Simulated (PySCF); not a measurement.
NMR data simulated for an unnamed compound:

¹H NMR (400 MHz, computed): δ 6.22 (ddt, J = 19.2, 12.7, 3.8 Hz, 1H), 5.47 (dt, J = 12.7, 3.3 Hz, 1H), 5.09 (dt, J = 19.2, 3.4 Hz, 1H), 3.36 (q, J = 3.5 Hz, 2H), 2.61 (br s, 2H), 2.14 (br, 3H).

¹³C{¹H} NMR (computed): δ 145.1 (CH), 117.7 (CH2), 52.3 (CH2).

How the numbers were obtained: PBE0/pcSseg-1 with gauge-including orbitals, J: B3LYP/pcJ-1 (spin–dipole term only in couplings to heteroatoms), coordinates at the PBE0-D3(BJ)/def2-SVP level, in PySCF 2.14 (gas phase, non-relativistic, fast rotation and ring inversion assumed for equivalent nuclei, a single conformation).

δ = σ(ref) − σ, references computed at the same level: ¹H, ¹³C against TMS.

Question: Which of these does the molecule contain: an ester, a (CH3)2CH unit, a CF3 group, a vinyl group CH=CH2, a non-aromatic C=C double bond, an NH or NH2 group?

Answer: 
- An ester: no.
- A (CH3)2CH unit: no.
- A CF3 group: no.
- A vinyl group CH=CH2: yes (δC 117.7, 145.1; δH 5.09 (dt), 5.47 (dt), 6.22 (ddt)).
- A non-aromatic C=C double bond: yes.
- An NH or NH2 group: yes (δH 2.61 (br s)).

The data belong to SMILES [BH3-][NH2+]CC=C, C₃H₁₀BN; they needn't prove each group on their own.

Carbon signals by region: 2 in the sp2 and nitrile region (100–160 ppm), 1 at 50–100 ppm.

The OH or NH signal is concentration- and solvent-dependent in practice; the value given is the gas-phase one. Hydrogens on boron are broadened and split by ¹¹B (spin 3/2, 80 %) and 10B (spin 3). Splittings below 1 Hz are ignored in the labels, and close J values are merged. Unscaled 3J(H,H) at this level run about 10 % above measured values. Shifts are as computed. Against solution values, carbons near 30 ppm lie about +2 ppm off and those near 130 ppm about +5 ppm. Of 1309 compounds with measured shifts, 239 miss one by over three times the rms of a fit or turn the order of signals round; such compounds aren't used in these exercises. Couplings across =CH–CH2 type bonds come from one rotamer and its mirror image, and can be 1–2 Hz further off. Couplings to exchangeable protons are dropped. Vicinal H,H couplings across rotating CH2–CH2 and CH–CH2 bonds are estimated from the computed gauche and anti values for equal rotamer populations, (2 J gauche + J anti)/3.
